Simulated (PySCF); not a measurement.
Bromine: highly charged ions in a basis for the neutral atom

Br²³⁺ [Ne] 3s2, Br²⁴⁺ [Ne] 3s1. Calculation: PySCF 2.14, in aug-cc-pVDZ-PP with ECP10MDF; a scalar-relativistic core potential. No spin-orbit coupling, so a gap to NIST mixes the basis error with missing relativistic terms.

Changed run: basis of the neutral atom used for a highly charged ion. This setting is unsound on purpose.

| species | method | sound run (hartree) | changed run (hartree) | converged |
| --- | --- | --- | --- | --- |
| Br²³⁺ | UHF | not run | -77.96547 | yes |
| Br²³⁺ | B3LYP | not run | -78.04639 | yes |
| Br²³⁺ | PBE0 | not run | -78.04381 | yes |
| Br²⁴⁺ | UHF | not run | -39.84268 | yes |
| Br²⁴⁺ | B3LYP | not run | -39.86615 | yes |
| Br²⁴⁺ | PBE0 | not run | -39.86183 | yes |

Ionisation energy of Br²³⁺:

| method | changed run (eV) | NIST (eV) |
| --- | --- | --- |
| UHF | 1037.4 | 1070.6 ± 1.4 |
| B3LYP | 1038.9 | 1070.6 ± 1.4 |
| PBE0 | 1039.0 | 1070.6 ± 1.4 |

The contracted functions were made for the neutral atom and can be too rigid for a highly charged ion.
